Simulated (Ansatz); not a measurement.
Consider the silylene formation by 1,1-elimination: `C[SiH2][SiH](O)Cl` → `C[SiH](O)Cl` + `[SiH2]`.

Isolated molecules relaxed with PBE0-D4/def2-TZVP in Ansatz; ΔE leaves out vibrations. CBS: MP2 limit from def2 TZ/QZ plus the TZ coupled-cluster correction, frozen cores. This one scheme is used for every species. DFT in def2-TZVPP. Each species was taken in one conformer, which may not be the lowest.

```
             level  ΔE (kJ/mol)
        r2SCANh-D4        242.1
    MP2/def2-TZVPP        226.8
   CCSD/def2-TZVPP        206.3
SCS-MP2/def2-QZVPP        219.4
```

Problem. What does CCSD(T)/CBS give? (Best estimate.)

Solution. The calculation gave: +219.4 kJ/mol. The listed levels differ from it by 22.7, 7.4, -13.1, 0.0 kJ/mol.

Largest T1 diagnostic among the species: 0.014.

In def2-TZVPP, CCSD(T) changes the Hartree–Fock value by +19.6 kJ/mol (the triples alone add +5.5 kJ/mol) and MP2 by +34.7 kJ/mol. At CCSD(T), def2-SVP lies −16.5 kJ/mol from the extrapolated value and def2-TZVPP −7.6 kJ/mol.
